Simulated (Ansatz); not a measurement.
mer-[FeF3(NH3)3]- (FeN₃F₃H₉⁻), 16 atoms. Hardware: 4 threads of Arm Neoverse N1 on a shared host.

The 6-31G sets use Cartesian d functions.

Problem. How many basis functions does each of these Ansatz runs have, and roughly what does it cost? PBE with 10 % exact exchange/def2-SVPD, charge -1 quintet, energy, from earlier orbitals; BLYP-D4/def2-TZVPD, charge -1 singlet, energy, from earlier orbitals; PBE with 10 % exact exchange/def2-SVPD, charge -1 triplet, energy, from earlier orbitals; def2-SVP, charge -1 quintet, CASSCF(6,5) and NEVPT2 averaged over 5 quintets and 12 triplets and 6 singlets; HF/STO-3G, charge -1 triplet, energy, from earlier orbitals; r2SCAN-D4/def2-TZVPD, charge -1 singlet, energy, from earlier orbitals; PBE with 40 % exact exchange/def2-SVPD, charge -1 quintet, energy, from earlier orbitals; PBE-D4/def2-TZVPD, charge 0 doublet, energy, from earlier orbitals; PBE with 40 % exact exchange/def2-SVPD, charge -1 singlet, energy, from earlier orbitals; HF/6-31G, charge -1 singlet, energy, from earlier orbitals; HSE06-D4/def2-TZVPD, charge -1 singlet, energy, from earlier orbitals; HF/STO-3G, charge -1 singlet, energy, from earlier orbitals.

Solution. Other jobs shared the machine, so times can vary by a factor of up to 3. A dash marks memory too small to be measured apart from the calling script's.

```csv
run,functions,fitting or Cholesky vectors,wall time,peak host memory (GiB)
"HF/STO-3G, charge -1 singlet, energy, from earlier orbitals",57,810,1.1 s,–
"HF/6-31G, charge -1 singlet, energy, from earlier orbitals",101,1185,1.8 s,–
"HF/STO-3G, charge -1 triplet, energy, from earlier orbitals",57,806,2.9 s,–
"BLYP-D4/def2-TZVPD, charge -1 singlet, energy, from earlier orbitals",360,2049,16 s,0.75
"PBE with 40 % exact exchange/def2-SVPD, charge -1 singlet, energy, from earlier orbitals",235,2233,18 s,0.99
"r2SCAN-D4/def2-TZVPD, charge -1 singlet, energy, from earlier orbitals",360,2049,24 s,0.8
"HSE06-D4/def2-TZVPD, charge -1 singlet, energy, from earlier orbitals",360,2129,25 s,1.8
"PBE-D4/def2-TZVPD, charge 0 doublet, energy, from earlier orbitals",360,2049,30 s,0.91
"PBE with 10 % exact exchange/def2-SVPD, charge -1 quintet, energy, from earlier orbitals",235,2051,36 s,1.2
"PBE with 40 % exact exchange/def2-SVPD, charge -1 quintet, energy, from earlier orbitals",235,2233,64 s,1.9
"PBE with 10 % exact exchange/def2-SVPD, charge -1 triplet, energy, from earlier orbitals",235,2051,78 s,1.8
"def2-SVP, charge -1 quintet, CASSCF(6,5) and NEVPT2 averaged over 5 quintets and 12 triplets and 6 singlets",160,3203,98 s,1.1
```
